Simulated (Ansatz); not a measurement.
Isolated molecules relaxed with PBE0-D4/def2-TZVP in Ansatz; ΔE leaves out vibrations. CBS: MP2 limit from def2 TZ/QZ plus the TZ coupled-cluster correction, frozen cores. This one scheme is used for every species. Double bonds are as drawn, so ΔE can hold a change between cis and trans. DFT in def2-TZVPP. HSE06 is defined as in plane-wave codes. One conformer a species, not always the lowest.

Consider the formal exchange of groups at the Al–Si bond: `[AlH2][SiH3]` + `O/C=C(/O)CF` → `O/C=C(/O)[CH2][AlH2]` + `F[SiH3]`.

(1) Is it downhill or uphill in electronic energy at CCSD(T)/CBS, and by how much? (Best estimate.)

(2) What do these levels give: r2SCAN0-D4, B2PLYP, r2SCANh, HSE06, HF/def2-SVP, MP2/CBS(def2)? (An estimate is asked.)

Largest T1 diagnostic among the species: 0.013.

Results:

(1) The calculation gave: Downhill: ΔE = -53.9 kcal/mol.

(2) Ansatz gave: r2SCAN0-D4 -55.3, B2PLYP -52.7, r2SCANh -55.1, HSE06 -50.1, HF/def2-SVP -39.1, MP2/CBS(def2) -60.4 kcal/mol.

From PBE to PBE0 (25 % exact exchange), in def2-TZVPP and without D4, ΔE moves by −1.3 kcal/mol. At CCSD(T), def2-SVP lies +8.9 kcal/mol from the extrapolated value and def2-TZVPP +1.2 kcal/mol.
